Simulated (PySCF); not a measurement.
Vertical excitations of a molecule C4H3BrClF from TDDFT-PBE/def2-SVPD in PySCF, as energy in eV (oscillator strength): 4.46 (0.000), 4.69 (0.174), 4.79 (0.000), 5.03 (0.316), 5.44 (0.001), 5.49 (0.000), 5.81 (0.002), 6.08 (0.003), 6.14 (0.044), 6.27 (0.012). Lowest triplet (TDA): 2.96 eV. Geometry optimised at B3LYP-D3(BJ)/def2-SVP. Other conformers were not sampled.

Which structure fits?
(A) C=C(F)/C(Br)=C/Cl
(B) F[C@@H]1CC(Cl)=C1Br
(C) F/C=C/C=C(\Cl)Br
(D) C=C(Br)/C(Cl)=C/F

A, C=C(F)/C(Br)=C/Cl
